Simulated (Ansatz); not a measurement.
TaF4, SMILES [F][Ta]([F])([F])[F] (connectivity only; charge and spin as stated), neutral, multiplicity 2.

Geometry: B3LYP-D3(BJ)/def2-SVP. The spin state was assumed, not searched. The isomer is the one that the SMILES or the coordinates give; other isomers of the formula were not compared. The def2 effective core potentials stand for the cores of Ta; spin–orbit coupling is left out.

Two levels are set side by side: PBE/def2-SVPD (Ansatz, a program for electronic structure) and CAM-B3LYP/def2-SVPD (Ansatz). Energy differences of separate SCF runs at the same geometry; the states with an electron removed or added have multiplicity 1 and 1. Differences are taken from unrounded values.

| quantity | PBE |
|---|---|
| vertical ionisation energy (eV) | 8.90 |
| vertical electron affinity (eV) | 1.09 |

### Question
These are the PBE values. What does CAM-B3LYP give? (An estimate is asked for; the answer gives what the named calculation found.)

### Answer

```tsv
quantity	CAM-B3LYP	PBE minus CAM-B3LYP
vertical ionisation energy (eV)	9.51	-0.61
vertical electron affinity (eV)	1.22	-0.14
```
